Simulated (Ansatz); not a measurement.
Reaction (formal exchange of groups at a B–B bond): `CNBB(O)S` + `OF` → `OB(O)S` + `CNBF`

Computed with Ansatz on PBE0-D4/def2-TZVP structures; ΔE is electronic, products minus reactants. CCSD(T)/CBS is the MP2 limit (def2-TZVPP, def2-QZVPP) plus CCSD(T) − MP2 in def2-TZVPP, frozen cores. This one scheme is used for every species. Functionals use def2-TZVPP. Each species was taken in one conformer, which may not be the lowest.

CCSD(T)/CBS gives -7.13 eV.

Problem. Another level gave -7.11 eV. Which?
A. SCS-MP2/def2-TZVPP
B. PBE-D4/def2-TZVPP
C. r2SCANh-D4/def2-TZVPP
D. B2PLYP/def2-TZVPP

Solution. C. r2SCANh-D4 -7.11, B2PLYP -7.16, PBE-D4 -6.64, SCS-MP2/def2-TZVPP -7.25 eV.

Largest T1 diagnostic among the species: 0.014.

Leaving LDA and LC-ωPBE aside and taking each functional with its dispersion term where it has one, the values, not all of them listed here, spread over 0.81 eV, from BHLYP-D4 to revPBE-D4. LDA lies −0.29 eV from PBE without D4. The D4 term adds +0.06 eV with B3LYP and +0.04 eV with PBE0; it sums over pairs of atoms, weighted by their polarisabilities, and B3LYP, whose exchange is more repulsive, gets the larger term. From PBE to PBE0 (25 % exact exchange), in def2-TZVPP and without D4, ΔE moves by −0.32 eV.

B3LYP here is the variant with VWN-RPA as its local correlation; programs differ in this.
